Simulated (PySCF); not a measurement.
## Pr⁴⁹⁺ (praseodymium, charge +49): Hartree-Fock from Schrödinger to Dirac-Coulomb-Breit

Occupied: 1s1/2, 2s1/2, 2p1/2, 2p3/2. Hartree-Fock calculated with PySCF 2.14 in an uncontracted even-tempered set (16 s from 9.2 bohr⁻², ratio 2.7; 13 p from 11 bohr⁻², ratio 2.7), Gaussian nucleus throughout. NR is non-relativistic, sf-X2C the spin-free one-electron X2C Hamiltonian, X2C adds the bare one-electron spin-orbit term, X2C-SNSO screens it by Boettger's factors, DC is four-component Dirac-Coulomb, and the Gaunt and Breit terms are added at first order (total energies over the DC spinors, levels after relaxing the spinors in that mean field). QED terms are absent. Levels marked empty are virtual spinors of this ion.

```
Hamiltonian  E (hartree)  E − E(DC) (hartree)  CPU seconds
         NR   -6459.7630             281.6270         0.21
     sf-X2C   -6735.5119               5.8780         0.12
        X2C   -6739.2846               2.1053         0.16
   X2C-SNSO   -6739.0218               2.3682         0.15
         DC   -6741.3900               0.0000          8.1
   DC+Gaunt   -6734.6043               6.7857           13
   DC+Breit   -6735.1976               6.1923           41
```

```tsv
level (eV)	NR	sf-X2C	X2C	X2C-SNSO	DC	DC+Gaunt	DC+Breit
1s1/2	-43637.8	-45782.7	-45777.8	-45778.2	-45819.9	-45707.5	-45714.9
2s1/2	-9634.8	-10237.0	-10235.8	-10235.9	-10241.2	-10229.6	-10230.4
2p1/2	-9334.4	-9542.0	-9907.3	-9893.6	-9896.6	-9876.0	-9878.2
2p3/2	-9334.4	-9542.0	-9383.6	-9388.8	-9392.6	-9378.3	-9380.5
3s1/2 (empty)	-3939.4	-4128.5	-4128.3	-4128.3	-4129.6	-4126.5	-4126.9
3p1/2 (empty)	-3842.3	-3925.5	-4020.7	-4017.2	-4017.9	-4012.6	-4013.4
3p3/2 (empty)	-3842.3	-3925.5	-3883.8	-3885.2	-3886.0	-3882.3	-3883.1
```

```json
{"interval (eV)": "2p3/2 − 2p1/2", "X2C": "523.7", "X2C-SNSO": "504.8", "DC": "504.0", "DC+Gaunt": "497.7", "DC+Breit": "497.7"}
{"interval (eV)": "3p3/2 − 3p1/2", "X2C": "136.9", "X2C-SNSO": "132.0", "DC": "132.0", "DC+Gaunt": "130.3", "DC+Breit": "130.3"}
```

Weight of the small component: 1s1/2 0.0479, 2s1/2 0.0108, 2p1/2 0.0108, 2p3/2 0.0101, 3s1/2 0.00424, 3p1/2 0.00417, 3p3/2 0.00402.

Koopmans' value for the highest occupied level at DC+Breit: 9380.5 eV, against an ionisation energy of 9378 ± 4 eV (theoretical estimate listed by NIST; NIST Atomic Spectra Database, ionization energies); the former lacks relaxation, correlation, QED and recoil.

The whole ladder took 65 s of wall time on 1 thread of Intel(R) Xeon(R) Platinum 8488C (shared host), launched as `OMP_NUM_THREADS=1 python relrun2.py TASK.json OUT` (a driver that calls PySCF for each Hamiltonian).
